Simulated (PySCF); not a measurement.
# From computed data to an observable: chemical shift, span and skew from a shielding tensor

trans-(1R,2R)-1-chloro-2-ethynylcyclopropane (C5H5Cl), SMILES C#C[C@H]1C[C@H]1Cl. Atoms are numbered in the order given.

```xyz
11

C      2.4601    -0.5494     0.7216
C      1.4297    -0.7598     0.1211
C      0.2174    -1.0160    -0.6044
C     -1.0901    -1.2359     0.1311
C     -0.8944     0.0079    -0.6589
Cl    -0.7186     1.5458     0.1562
H      3.3715    -0.3577     1.2565
H      0.3578    -1.5843    -1.5310
H     -1.7787    -1.9944    -0.2498
H     -1.0528    -1.1394     1.2185
H     -1.4169     0.1160    -1.6121
```
Charge 0, spin multiplicity 1.

The structure is a stationary point at PBE0-D3(BJ)/def2-SVP.

GIAO shieldings from PBE0/pcSseg-1 (PySCF), non-relativistic, no solvent. The symmetric part of the tensor of C2 has the principal values -1.5, 9.4, 292.2 ppm. The same nucleus in TMS has σ = 186.3 ppm at this level (PySCF, at its B3LYP-D3(BJ)/def2-TZVP geometry). Without spin–orbit terms, shifts of atoms bonded to Cl or Br come out too high.

Q: Work out the isotropic shielding, the ¹³C shift against TMS, the span and the skew.

A: 
σ(iso) = (σ11 + σ22 + σ33)/3 = 100.0 ppm. δ = σ(ref) − σ(iso) = 186.3 − (100.0) = 86.3 ppm.
Span Ω = σ33 − σ11 = 293.7 ppm. Skew κ = 3(σ(iso) − σ22)/Ω = 0.93. Tumbling in solution averages the tensor to δ; in a static solid the shielding alone would spread this spin-1/2 line over Ω.
